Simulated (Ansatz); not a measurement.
A run on `C[N](C)[Ti]1234([Cl])([Cl])[C@@H]5[C@H]1[C@H]2[C@@]3([SiH3])[C@@H]54` with other settings.

```yaml
crystal:
  periodic: [false, false, false]
  atoms:
    - {symbol: C, position_ang: [-1.867688, -1.654614, -0.176743]}
    - {symbol: N, position_ang: [-0.873831, -1.235222, 0.779729]}
    - {symbol: C, position_ang: [-0.121631, -2.341530, 1.319874]}
    - {symbol: Ti, position_ang: [-0.247735, 0.509258, 1.016092]}
    - {symbol: Cl, position_ang: [-2.085359, 1.731542, 0.620612]}
    - {symbol: Cl, position_ang: [0.100838, 0.587905, 3.237789]}
    - {symbol: C, position_ang: [1.837346, 1.727269, 0.884708]}
    - {symbol: C, position_ang: [2.063622, 0.360658, 0.582366]}
    - {symbol: C, position_ang: [1.371914, 0.057027, -0.603059]}
    - {symbol: C, position_ang: [0.670022, 1.215710, -1.026224]}
    - {symbol: Si, position_ang: [-0.401813, 1.410881, -2.537060]}
    - {symbol: C, position_ang: [0.993857, 2.248928, -0.096646]}
    - {symbol: H, position_ang: [-2.548972, -2.379412, 0.287280]}
    - {symbol: H, position_ang: [-2.456385, -0.806498, -0.522742]}
    - {symbol: H, position_ang: [-1.408262, -2.141863, -1.049189]}
    - {symbol: H, position_ang: [-0.795669, -3.039314, 1.832978]}
    - {symbol: H, position_ang: [0.612312, -1.999935, 2.051107]}
    - {symbol: H, position_ang: [0.401995, -2.899238, 0.529388]}
    - {symbol: H, position_ang: [2.200982, 2.245859, 1.758136]}
    - {symbol: H, position_ang: [2.648572, -0.326868, 1.176018]}
    - {symbol: H, position_ang: [1.346952, -0.907797, -1.088663]}
    - {symbol: H, position_ang: [0.457877, 1.386624, -3.751464]}
    - {symbol: H, position_ang: [-1.112566, 2.708978, -2.466075]}
    - {symbol: H, position_ang: [-1.373218, 0.292580, -2.642362]}
    - {symbol: H, position_ang: [0.586809, 3.249083, -0.115850]}
basis:
  gaussian: {orbitals: pcseg-2, fitting: {mean_field: cc-pVTZ-jkfit}}
hamiltonian: {xc: {name: PBE0-DH}, pseudopotentials: {relativity: none}}
accuracy: high
```

```sh
$ ansatz run in.yaml --threads 11 --pin off --events-out ev --progress --plain --max-ram 110592MiB --backend cuda --devices 0, --max-vram 75GiB
```

It prints (some lines left out):

```
Functional definition: PBE0-DH
Error: <dir> the basis set cc-pVTZ-JKFIT has no functions for Ti
```

Hardware: 11 threads of an AMD EPYC 7R13 on a shared host and a whole NVIDIA H100 80 GB. Wall time 1.1 s, peak host memory 2 GiB.
